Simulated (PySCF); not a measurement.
SMILES c1cc(oc1)[SiH2][SiH2]O, GFN2-xTB optimised geometry. Atoms within 1.6 Å of the plane z = 0.6 Å (x, y, z in Å): O1 (3.37, -1.45, -0.35), Si2 (1.75, -1.63, -0.30), Si3 (1.09, 0.54, 0.00), C4 (-0.79, 0.54, 0.00), C5 (-1.74, 1.53, 0.00), C6 (-3.00, 0.89, 0.01), C7 (-2.73, -0.45, 0.01), O8 (-1.41, -0.67, 0.01), H9 (3.97, -2.19, -0.47), H10 (1.41, -2.58, 0.77), H12 (1.51, 1.17, 1.27), H14 (-1.55, 2.58, 0.00), H15 (-3.97, 1.35, 0.01), H16 (-3.37, -1.31, 0.01).

Method: CAM-B3LYP/def2-TZVP (PySCF 2.14.0).

Map of the deformation density (molecule minus spherical neutral atoms) (e/bohr³) on the plane z = 0.6 Å:

```
|1111111111111111111111111|
|1111111111111111111111111|
|1111111111111111111111111|
|1111111111111111111111111|
|1111111111111111111111111|
|1111111111111111111111111|
|1111111111111111111111111|
|1111111112111111111111111|
|1111111111111111111111111|
|1111111211111123211111111|
|1111120213312135211111111|
|1111113100123112111111111|
|1111113100111001111111111|
|1111111011111122111111111|
|1111122012211111011221111|
|1111111111111111012211111|
|1111111111111135211111111|
|1111111111111149311111111|
|1111111111111112211111111|
|1111111111111111111111111|
|1111111111111111111111111|
|1111111111111111111111111|
|1111111111111111111111111|
|1111111111111111111111111|
|1111111111111111111111111|
```
Scale: ten equal steps from -0.020 (start of '0') to 0.087 (end of '9'), in the order '0123456789'; x runs from -6.00 to 6.00, y from -6.00 (bottom) to 6.00 (top).
